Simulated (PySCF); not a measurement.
# Polarisability and C₆ of Ir (iridium, neutral)

[Xe] 4f14 5d6 6s2 6p1, one real determinant (an excited configuration). All numbers are calculated (PySCF 2.14, scalar relativity through the core potential, in aug-cc-pwCVDZ-PP with ECP60MDF). Coupled (time-dependent) response in atomic units; α is the mean over directions. A double-zeta set is small for polarisabilities.

```csv
method,mean α (bohr³),"α xx, yy, zz",C₆ (like pair),S(−4)
UHF,82.06,"65.56, 65.56, 115.1",1019,3191
PBE,84.11,"64.20, 64.20, 123.9",1002,4246
PBE0,79.85,"62.61, 62.61, 114.3",958.9,3415
r2SCANh,81.64,"63.96, 63.96, 117.0",1031,3161
```

S(−4) is the Cauchy moment in α(ω) = α(0) + S(−4) ω² + …

Spin-orbit coupling is absent.

α(iu) at UHF:

| u (hartree) | α(iu) (bohr³) |
| --- | --- |
| 0 | 82.06 |
| 0.0500 | 75.13 |
| 0.100 | 61.61 |
| 0.200 | 39.36 |
| 0.300 | 26.71 |
| 0.500 | 15.08 |
| 0.750 | 9.343 |
| 1.00 | 6.604 |
| 1.50 | 3.946 |
| 2.00 | 2.655 |
| 3.00 | 1.440 |
| 5.00 | 0.6092 |

A single London oscillator, α(iu) = α/(1 + u²/ω²), gives C₆ = (3/4) ω α². Matching the computed C₆ needs ω = 4 × 1019 / (3 × 82.06²) = 0.202 hartree.

The components differ because the open shell of this determinant is not spherical; for a pure term their mean is the scalar polarisability.

⟨L²⟩ = 8.55 against 12 for a pure F term, so this real determinant mixes terms. Energies and moments cover only the electrons outside the core potential. Spin-orbit coupling, absent here, splits the open shell strongly.
